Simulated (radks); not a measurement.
The mean radii <r> (bohr) of the occupied orbitals of an atom or ion are listed with their occupations. Calculated with a radial shooting solver on a logarithmic mesh with Libxc functionals: Dirac Kohn-Sham, LDA (Slater exchange, Perdew-Wang correlation), spin-unpolarised, spherical densities, finite nucleus; Fermi nuclear charge, rms radius of each element as measured or else 0.836 A^(1/3) + 0.57 fm.

orbital  occ.      <r>
1s1/2       2  0.02509
2s1/2       2   0.1071
2p1/2       2  0.08994
2p3/2       4  0.09603
3s1/2       2   0.2852
3p1/2       2   0.2749
3p3/2       4   0.2870
3d3/2       4   0.2578
3d5/2       6   0.2616
4s1/2       2   0.6560
4p1/2       2   0.6768
4p3/2       4   0.7046
4d3/2       4   0.7683
4d5/2       6   0.7784
5s1/2       2    1.582
5p1/2       2    1.783
5p3/2       4    1.865
4f5/2       1    1.308

Name the element and its charge. Open shells, if any, fill j = l - 1/2 first.

Answer. Z = 57, lanthanum, charge +2: La2+ in [Xe] 4f1. The 1s radius gives Z: for a bare nucleus <r> = (2 gamma + 1)/(2Z) with gamma = sqrt(1 - (Z/c)^2), 0.02473 bohr for Z = 57, and screening makes it slightly larger (0.02509 here). The occupations add up to 55, and the charge is Z minus that.
